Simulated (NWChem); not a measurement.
Molecule: C$_{3}$H$_{5}$, doublet; SMILES C=[C]C

Give the equilibrium geometry at PBE0/def2-SVP, spin-unrestricted (NWChem) as a list of bonds and angles, with the point group.

point group Cs; any orientation.
Bonded distances (Å): C1–C2 1.314, C1–H4 1.096, C1–H5 1.103, C2–C3 1.463, C3–H6 1.108, C3–H7 1.102, C3–H8 1.102. Bond angles (°): C2–C1–H4 122.3, C2–C1–H5 121.4, H4–C1–H5 116.3, C1–C2–C3 141.0, C2–C3–H6 111.3, C2–C3–H7 111.3, C2–C3–H8 111.3, H6–C3–H7 107.8, H6–C3–H8 107.8, H7–C3–H8 107.2.
